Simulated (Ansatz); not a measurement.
The cluster Si4. Total charge 0; triplet. Geometry B3LYP-D4/def2-TZVPD, that of the charge -1 doublet; atoms count from 1.

```xyz
4

Si    1.209    1.532    0.429
Si   -0.793    0.751   -0.445
Si    0.793   -0.751    0.445
Si   -1.209   -1.532   -0.429
```

At PBE0-D4/def2-TZVPD a singlet of charge 0 lies 0.89 eV below the triplet at the same geometry. The structure comes from a short search, and lower isomers may exist.

Question: Estimate the Mulliken populations from the PBE0/def2-TZVPD orbitals of Ansatz.

Answer: 
```csv
atom,charge (e),spin (α − β)
Si1,-0.07,1.05
Si2,0.07,-0.05
Si3,0.07,-0.05
Si4,-0.07,1.05
```
Mulliken values and Mayer orders depend strongly on the basis. With diffuse functions, as here, like atoms can get unlike values, and bond orders can come out too low or too high.

Question: Where does the spin sit?

Answer: Summed by element: Si 2.00, of 2 unpaired in all. Largest on single atoms: Si4 1.05, Si1 1.05, Si2 -0.05.

Question: And the Mayer bond orders between bonded heavy atoms (over 0.3)?

Answer: Si1–Si2 0.96 (2.32 Å); Si1–Si3 0.96 (2.32 Å); Si2–Si3 1.04 (2.36 Å); Si2–Si4 0.96 (2.32 Å); Si3–Si4 0.96 (2.32 Å). Values over 0.3 also appear between atoms too far apart for a bond (Si1–Si4 0.48 at 4.00 Å); they arise where an orbital or an unpaired electron spreads over both atoms.
